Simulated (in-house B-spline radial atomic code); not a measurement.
Whole-atom quantities along the 16-electron series, configuration 1s2 2s2 2p6 3s2 3p1/2(2) 3p3/2(2). Breit and QED terms are first order and not part of the total energy; the density at the nucleus is averaged over the nuclear charge. Computed with an all-electron radial atomic-structure program (B-spline basis): Dirac-Hartree-Fock, jj configuration that fills j = l - 1/2 first, finite nuclei.

```csv
ion,Z,E/Z² (Eh),Σ<r²> (bohr²),n(0)/Z³ (bohr⁻³),Lamb diamagnetic shielding (ppm),repulsion over attraction,Breit energy (eV),self-energy (eV),vacuum polarisation (eV)
Br19+,35,-1.9595,1.8333,1.0182,2699.75,0.085388,33.825,26.208,-2.6237
Kr20+,36,-1.9715,1.7017,1.0409,2789.51,0.08318,37.106,28.904,-2.9455
Rb21+,37,-1.983,1.5836,1.0648,2879.71,0.081076,40.596,31.793,-3.297
Sr22+,38,?,?,?,?,?,?,?,?
Zr24+,40,?,?,?,?,?,?,?,?
Nb25+,41,-2.0254,1.2148,1.169,3245.39,0.073565,56.798,45.441,-5.042
Mo26+,42,-2.0352,1.1424,1.1961,3338.12,0.071886,61.444,49.421,-5.5742
Tc27+,43,-2.0448,1.0762,1.2268,3431.42,0.070277,66.343,53.648,-6.1499
```

(1) Fill in the row of Sr22+.

(2) Fill in the row of Zr24+.

(3) With what power of Z does the column «self-energy (eV)» change over this range?

## Answers

(1) E/Z² (Eh): -1.9941; Σ<r²> (bohr²): 1.4773; n(0)/Z³ (bohr⁻³): 1.0895; Lamb diamagnetic shielding (ppm): 2970.38; repulsion over attraction: 0.079068; Breit energy (eV): 44.303; self-energy (eV): 34.882; vacuum polarisation (eV): -3.6803.

(2) E/Z² (Eh): -2.0153; Σ<r²> (bohr²): 1.2941; n(0)/Z³ (bohr⁻³): 1.142; Lamb diamagnetic shielding (ppm): 3153.2; repulsion over attraction: 0.075319; Breit energy (eV): 52.397; self-energy (eV): 41.697; vacuum polarisation (eV): -4.5506.

(3) A fit of the logarithm of its size against log Z from Z = 35 to 43 has slope 3.48. One-loop self-energy scales as Z⁴F(Zα), with F falling from low Z to about Z = 90.
